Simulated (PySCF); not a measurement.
# J couplings in C₅H₁₁GeN

Geometry (Å), atoms numbered from 1 in this order:
```xyz
18

C     3.5786   -0.4817   -0.7983
C     2.2112   -0.6057   -0.3198
C     1.0720   -0.7205    0.0789
C    -0.3075   -0.8387    0.5623
N    -1.2821   -0.2810   -0.3506
C    -1.1754    1.1441   -0.5415
Ge   -2.9377   -1.0682   -0.4713
H     3.9622   -1.4457   -1.1681
H     4.2522   -0.1353    0.0012
H     3.6434    0.2424   -1.6256
H    -0.5306   -1.9084    0.7180
H    -0.3613   -0.3702    1.5709
H    -1.3769    1.7315    0.3802
H    -1.8821    1.4813   -1.3155
H    -0.1602    1.4089   -0.8848
H    -2.7061   -2.5892   -0.4910
H    -3.5784   -0.5667   -1.7769
H    -3.8770   -0.7131    0.7125
```

Couplings: B3LYP/pcJ-1 (pcSseg-1 on Ge) (spin–dipole term only in couplings to heteroatoms) in PySCF, geometry PBE0-D3(BJ)/def2-SVP; gas phase, one conformer, non-relativistic. Couplings are averaged over pairs made equivalent by symmetry, fast rotation or ring inversion, so a value needn't be that of the named pair in this geometry, while other rotamers aren't included; one pair stands for each set, and the list holds a selection of those of at least 0.8 Hz over up to four bonds.

Isotopes: 13C, 1H, 15N.

| pair | bonds | J (Hz) |
| --- | --- | --- |
| C1, C2 | 1 | 78.0 |
| C1, H8 | 1 | 137.5 |
| C2, C3 | 1 | 197.1 |
| C3, C4 | 1 | ? |
| C4, N5 | 1 | -8.6 |
| C4, H11 | 1 | ? |
| N5, C6 | 1 | ? |
| C6, H13 | 1 | 139.5 |
| C1, C3 | 2 | 12.6 |
| C2, C4 | 2 | 13.2 |
| C2, H8 | 2 | -10.8 |
| C3, N5 | 2 | ? |
| N5, H13 | 2 | -1.2 |
| N5, H16 | 2 | -5.9 |
| H8, H9 | 2 | -17.9 |
| H11, H12 | 2 | ? |
| H16, H17 | 2 | 18.8 |
| C1, C4 | 3 | 1.4 |
| C2, N5 | 3 | ? |
| C2, H11 | 3 | 4.6 |
| C3, H8 | 3 | 5.5 |
| C4, H13 | 3 | ? |
| C4, H16 | 3 | ? |
| C6, H11 | 3 | 6.6 |
| C1, H11 | 4 | -1.6 |
| C4, H8 | 4 | -1.7 |

Estimate the withheld couplings, with signs.

Results:


- 1J(C3,C4) = 82.0 Hz (bond length 1.467 Å)
- 1J(C4,H11) = 140.4 Hz (bond length 1.104 Å, sp3 carbon)
- 1J(N5,C6) = -7.8 Hz (bond length 1.442 Å)
- 2J(C3,N5) = -1.5 Hz (angle at C4 113°)
- 2J(H11,H12) = -18.6 Hz (angle at C4 106°)
- 3J(C2,N5) = -1.6 Hz
- 3J(C4,H13) = 5.8 Hz (mean over equivalent pairs that range from 1.5 to 12.9 Hz in this conformer)
- 3J(C4,H16) = 2.6 Hz (mean over equivalent pairs that range from -1.2 to 7.6 Hz in this conformer)

Relativistic effects of the heavier atoms present are left out.
